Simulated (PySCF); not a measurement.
**Spin-orbit coupling and the first ionisation energy along the 4d series**

Two-component X2C-1e calculated with PySCF 2.14: MP2 on generalised Hartree-Fock spinors (GMP2), with spin-orbit coupling off and on (screened by Boettger's factors); no Breit or QED terms. Values in eV; the references (NIST) lie between the lowest levels. Elements whose determinants are no pure J levels are left out.

| element | configurations | spin-free | with spin-orbit | shift | reference |
| --- | --- | --- | --- | --- | --- |
| Mo (x2c-SVPall-2c with one added diffuse shell each of s, p, d type, [Ar] 3d10 frozen) | [Kr] 4d5 5s1 → [Kr] 4d5 | 6.921 | 6.920 | 0.000 | 7.092 |
| Tc (x2c-SVPall-2c with one added diffuse shell each of s, p, d type, [Ar] 3d10 frozen) | [Kr] 4d5 5s2 → [Kr] 4d5 5s1 | 6.640 | 6.642 | 0.002 | 7.119 |
| Ru (x2c-SVPall-2c with one added diffuse shell each of s, p, d type, [Ar] 3d10 frozen) | [Kr] 4d7 5s1 → [Kr] 4d7 | 7.062 | 7.056 | -0.006 | 7.361 |
| Rh (x2c-SVPall-2c with one added diffuse shell each of s, p, d type, [Ar] 3d10 frozen) | [Kr] 4d8 5s1 → [Kr] 4d8 | 7.090 | 7.091 | 0.000 | 7.459 |
| Pd (x2c-SVPall-2c with one added diffuse shell each of s, p, d type, [Ar] 3d10 frozen) | [Kr] 4d10 → [Kr] 4d9 | 8.252 | 8.068 | -0.183 | 8.337 |
| Ag (x2c-SVPall-2c with one added diffuse shell each of s, p, d type, [Ar] 3d10 frozen) | [Kr] 4d10 5s1 → [Kr] 4d10 | 7.062 | 7.065 | 0.003 | 7.576 |
| Cd (x2c-SVPall-2c with one added diffuse shell each of s, p, d type, [Ar] 3d10 frozen) | [Kr] 4d10 5s2 → [Kr] 4d10 5s1 | 8.516 | 8.518 | 0.002 | 8.994 |

The largest shift is at Pd, -0.183 eV, where spin-orbit coupling lowers the species with fewer electrons by more than the one with more (starting occupations closed and 4d3/2^4 4d5/2^5).

What remains against the references is mostly the basis and correlation beyond MP2.
